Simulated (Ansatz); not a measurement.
One geometry of Ti₂O₄⁺, several levels of theory.

```yaml
crystal:
  periodic: [false, false, false]
  atoms:
    - {symbol: Ti, position_ang: [-1.128566, -0.259109, 0.441552]}
    - {symbol: Ti, position_ang: [1.022014, 0.234586, -0.399795]}
    - {symbol: O, position_ang: [0.541217, 0.310368, 1.483467]}
    - {symbol: O, position_ang: [-0.615819, 1.079082, -1.022855]}
    - {symbol: O, position_ang: [0.668968, -1.066862, 1.002060]}
    - {symbol: O, position_ang: [-0.487825, -0.298065, -1.504431]}
basis:
  gaussian: {orbitals: def2-TZVP, initial_orbitals: start.molden}
total_charge: 1
magnetization: {spin_polarized: true, initial_magnetization: 1}
hamiltonian: {xc: {name: B97M-V}}
scf: {omitted_lower_state_checks: [starts]}
output: {orbitals: {seedname: orbitals}}
```

The file start.molden holds the orbitals of an earlier run on this structure, at another level or in another basis.

```sh
$ ansatz run in.yaml --threads 4 --pin off --events-out ev --progress --plain --max-ram 4787MiB
```

It prints (some lines left out):

```
Functional definition: B97M-V
1430 factors; their error is unknown
mean field evaluation 1: about -54400.3945 eV, gradient 1.3e1 eV
mean field evaluation 2: about -54400.6504 eV, gradient 4.4e-1 eV
mean field evaluation 4: about -54400.6525 eV, gradient 2.5e-1 eV
mean field evaluation 8: about -54400.6529 eV, gradient 8.8e-5 eV
mean field -54400.65286250 eV, -1999.1871186099 hartree, gradient 1.5e-5 eV, S^2 1.161303; 0 other end points of the search recorded, 0 dependent functions left out
reference -54400.65294789 eV, -1999.1871217480 hartree; 38, 37 occupied and 176, 177 virtual orbitals, 1430 factors
Total energy: -54400.65294789 eV, -1999.1871217480 hartree
Checks for a lower state left out: starts
```

It took 25 s on 4 threads of Arm Neoverse V2 on a shared host, peak host memory 0.69 GiB.

First input, but with `correlation: {method: mp2}` and without the key `hamiltonian` (abridged; 9.5 s):

```
Functional definition: HF
mean field -54318.67840332 eV, -1996.1746127993 hartree, gradient 4.1e-6 eV, S^2 1.684048
14 core orbitals not correlated: weight in the atoms' cores, before any rotation towards them, 1.000 or more for the frozen orbitals, at most 0.000 for the correlated occupied ones
second order -41.90389314 eV of doubles, -0.00000000 eV of singles
Total energy: -54360.58229646 eV, -1997.7145524687 hartree
Checks for a lower state left out: starts
```

As the first input, with `hamiltonian: {xc: {name: LC-wPBE}}` (abridged; 23 s):

```
Functional definition: LC-wPBE
mean field -54399.16388575 eV, -1999.1323997238 hartree, gradient 6.9e-6 eV, S^2 1.482435
Total energy: -54399.16388576 eV, -1999.1323997241 hartree
Checks for a lower state left out: starts
```

First input, but with `hamiltonian: {xc: r2scan, dispersion: d4}` (abridged; 16 s):

```
Functional definition: r2SCAN
mean field -54409.53645270 eV, -1999.5135845282 hartree, gradient 3.3e-5 eV, S^2 1.185415
Total energy: -54409.57433670 eV, -1999.5149767395 hartree
Checks for a lower state left out: starts
```

First input, but with `gaussian: {orbitals: def2-SVP, initial_orbitals: start.molden}`, `correlation: {method: ccsd_t}`, `scf: {omitted_lower_state_checks: [starts, cluster_reference]}` and without the key `hamiltonian` (abridged; 2 min):

```
Functional definition: HF
mean field -54302.22904746 eV, -1995.5701101214 hartree, gradient 5.5e-6 eV, S^2 1.679054
14 core orbitals not correlated: weight in the atoms' cores, before any rotation towards them, 1.000 or more for the frozen orbitals, at most 0.000 for the correlated occupied ones
second order -32.22365768 eV of doubles, -0.00000000 eV of singles
cycle   1  -31.30469398 eV  change    9.2e-1 eV  update   2.4e-1
cycle   2  -32.56271053 eV  change    -1.3e0 eV  update   1.1e-1
cycle   3  -33.03069562 eV  change   -4.7e-1 eV  update   6.3e-2
cycle   4  -33.11313980 eV  change   -8.2e-2 eV  update   2.9e-2
cycle   5  -33.10137422 eV  change    1.2e-2 eV  update   1.8e-2
cycle   6  -33.13411115 eV  change   -3.3e-2 eV  update   1.3e-2
cycle   7  -33.16407109 eV  change   -3.0e-2 eV  update   9.2e-3
cycle   8  -33.17955827 eV  change   -1.5e-2 eV  update   6.0e-3
cycle   9  -33.18937976 eV  change   -9.8e-3 eV  update   4.2e-3
cycle  10  -33.19342264 eV  change   -4.0e-3 eV  update   2.8e-3
[...]
cycle  15  -33.19894479 eV  change    3.2e-6 eV  update   8.9e-4
cycle  16  -33.19885661 eV  change    8.8e-5 eV  update   7.0e-4
cycle  17  -33.19868010 eV  change    1.8e-4 eV  update   5.2e-4
cycle  18  -33.19867924 eV  change    8.5e-7 eV  update   4.1e-4
cycle  19  -33.19887594 eV  change   -2.0e-4 eV  update   3.1e-4
cycle  20  -33.19923541 eV  change   -3.6e-4 eV  update   2.2e-4
cycle  21  -33.19949744 eV  change   -2.6e-4 eV  update   1.5e-4
cycle  22  -33.19956219 eV  change   -6.5e-5 eV  update   1.0e-4
cycle  23  -33.19973393 eV  change   -1.7e-4 eV  update   7.6e-5
cycle  24  -33.19973787 eV  change   -3.9e-6 eV  update   5.3e-5
cycle  25  -33.19979961 eV  change   -6.2e-5 eV  update   3.7e-5
cycle  26  -33.19981305 eV  change   -1.3e-5 eV  update   2.7e-5
cycle  27  -33.19984662 eV  change   -3.4e-5 eV  update   2.2e-5
cycle  28  -33.19985485 eV  change   -8.2e-6 eV  update   1.7e-5
perturbative correction -1.54473255 eV, -0.0567678740 hartree
Total energy: -54336.97363486 eV, -1996.8469501576 hartree
Checks for a lower state left out: starts, cluster_reference
```

First input, but with `hamiltonian: {xc: {name: BHLYP}, dispersion: d4}` (abridged; 33 s):

```
Functional definition: BHLYP
mean field -54408.01855496 eV, -1999.4578028154 hartree, gradient 3.4e-6 eV, S^2 1.549169
Total energy: -54408.28692615 eV, -1999.4676652746 hartree
Checks for a lower state left out: starts
```

The first input with `hamiltonian: {xc: pbe, dispersion: d4}`, `output: {forces: true, orbitals: {seedname: orbitals}}` (abridged; 10 s):

```
Functional definition: PBE
mean field evaluation 16: about -54395.1483 eV, gradient 1.2e-4 eV
mean field -54395.14834002 eV, -1998.9848311400 hartree, gradient 2.9e-6 eV, S^2 0.901481
Total energy: -54395.33142222 eV, -1998.9915592866 hartree
Atom 0 force     0.585865     0.134926    -0.231080 eV/Å
Atom 1 force    -0.205214    -0.046485     0.079237 eV/Å
Atom 2 force     0.025647    -0.022636     0.346683 eV/Å
Atom 3 force    -0.231492     0.148393    -0.211708 eV/Å
Atom 4 force     0.042073    -0.192862     0.287393 eV/Å
Atom 5 force    -0.216878    -0.021336    -0.270525 eV/Å
Dipole moment:    -0.035484    -0.008247     0.014012 e Å
Checks for a lower state left out: starts
```

Geometry: r2SCAN-D4/def2-SVP.

LC-ωPBE has ω = 0.4 bohr⁻¹. Correlated methods freeze 14 core orbitals; core or outer-core shells of Ti are correlated, in sets that lack core-valence functions. The structure holds 2 bond(s) between oxygen atoms. At B97M-V/def2-TZVP, MP2/def2-TZVP, LC-ωPBE/def2-TZVP, r2SCAN-D4/def2-TZVP and others the charge 1 doublet is spin-contaminated (final ⟨S²⟩ up to 1.68, 0.75 for a pure state). No other spin state of charge 1 was run. The geometry of the doublet was relaxed on an unsound state (⟨S²⟩ 1.17, where a pure state has 0.75). Another isomer (doublet) lies 4.72 eV lower at PBE0-D4/def2-TZVP; other spin states weren't run for this one.
